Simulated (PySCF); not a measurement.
## C₆ coefficients of unlike pairs at UHF

Calculated with PySCF 2.14 from the dipole response of each species, C₆(A,B) = (3/π) ∫ α_A(iu) α_B(iu) du, in atomic units, from isotropic polarisabilities. For ions this is the dispersion term alone; charge-induced terms of lower order in 1/R come first.

```
species       configuration                                                                             basis     relativity  α (bohr³)  C₆ (like pair)
     Cu  [Ar] 3d10 4s1 (2S)                                                           dyall-av2z (16s12p7d2f)           none      77.70           557.6
     F⁺   [He] 2s2 2p4 (3P)  aug-cc-pVQZ with one added diffuse shell each of s, p, d, f, g type (7s6p5d4f3g)           none      1.724           3.141
      N   [He] 2s2 2p3 (4S)                                                          def2-QZVPPD (8s4p4d2f1g)           none      7.158           23.19
   Be²⁺            1s2 (1S)                                                         aug-cc-pVTZ-DK (5s4p3d2f)  spin-free X2C    0.03877        0.005440
```

Question: Estimate C₆ for F⁺ with Cu.

Answer: The integral gives 26.26. The combination rule 2 C_A C_B / (C_A α_B/α_A + C_B α_A/α_B) gives 22.76 and the geometric mean 41.85.

No spin-orbit coupling is included.

The other pairs:

```tsv
pair	C₆
N, Cu	91.06
Be²⁺, F⁺	0.1142
Be²⁺, N	0.2430
N, F⁺	7.962
Be²⁺, Cu	0.7053
```
